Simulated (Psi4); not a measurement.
A dimer, F2Mg ··· H2S (SMILES [F][Mg][F] and S), singlet; the first 3 atoms form monomer A.

```
6

Mg     0.0000     0.0001     0.0002
F     -0.2133     1.3807    -1.0542
F      0.2133    -1.3808     1.0540
S     -3.4700     2.5561     5.6776
H     -2.4978     2.0231     6.4347
H     -4.1861     1.4205     5.6918
```

Problem. What interaction energy does SAPT0/jun-cc-pVDZ, frozen core in Psi4 1.11 give, and which attractive term is the largest?

Solution. Total -0.94 kJ/mol: electrostatics -0.89, exchange 0.00, induction -0.02, dispersion -0.03. The most attractive term is electrostatics.
